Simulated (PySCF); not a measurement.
3-methylthiophene (C5H6S), SMILES c1c(csc1)C. Atoms are numbered in the order given.

```xyz
12

C     -0.1975    -2.4688     0.0000
C     -0.0252    -0.9825     0.0000
C      1.2449    -0.3230     0.0000
C      1.1422     1.0415     0.0000
S     -0.4974     1.5502     0.0000
C     -1.0556    -0.0747     0.0000
H     -1.2598    -2.7493     0.0000
H      0.2721    -2.9244    -0.8864
H      0.2721    -2.9244     0.8864
H      2.2002    -0.8512     0.0000
H      1.9457     1.7768     0.0000
H     -2.1245    -0.2859     0.0000
```

Geometry: PBE0-D3(BJ)/def2-SVP.

The numbers are results of PBE/def2-TZVP run with PySCF, not measurements.

ESP charges are fitted to the potential on shells at 1.4 to 2.0 van der Waals radii. Atomic charges (e):

| atom | Löwdin | meta-Löwdin | Mulliken | ESP fit |
|---|---|---|---|---|
| C1 | -0.27 | -0.35 | -0.38 | -0.70 |
| C2 | -0.24 | 0.00 | 0.09 | 0.44 |
| C3 | -0.19 | -0.16 | -0.20 | ? |
| C4 | -0.41 | -0.28 | -0.12 | -0.24 |
| S5 | 0.70 | 0.30 | 0.04 | 0.05 |
| C6 | -0.39 | -0.30 | -0.17 | ? |
| H7 | 0.13 | 0.12 | 0.12 | 0.18 |
| H8 | 0.13 | 0.13 | 0.13 | 0.19 |
| H9 | 0.13 | 0.13 | 0.13 | 0.19 |
| H10 | 0.14 | 0.13 | 0.11 | ? |
| H11 | 0.13 | 0.14 | 0.13 | ? |
| H12 | 0.13 | 0.14 | 0.13 | ? |

Question: Some entries are withheld; supply them. (An estimate is asked for; the answer gives what the named calculation found.)

Answer: 
- C3, ESP fit: -0.31
- C6, ESP fit: -0.40
- H10, ESP fit: 0.18
- H11, ESP fit: 0.21
- H12, ESP fit: 0.23

Computed Mayer and Wiberg (Löwdin basis) orders of the bonds:
| bond | Mayer | Wiberg |
|---|---|---|
| C1–C2 | 0.93 | 1.25 |
| C2–C3 | 1.23 | 1.36 |
| C3–C4 | 1.65 | 1.80 |
| C4–S5 | 1.26 | 1.59 |
| C2–C6 | 1.61 | 1.69 |
| S5–C6 | 1.26 | 1.58 |
| C1–H7 | 0.98 | 0.89 |
| C1–H8 | 0.96 | 0.89 |
| C1–H9 | 0.96 | 0.89 |
| C3–H10 | 0.96 | 0.83 |
| C4–H11 | 0.94 | 0.88 |
| C6–H12 | 0.93 | 0.87 |
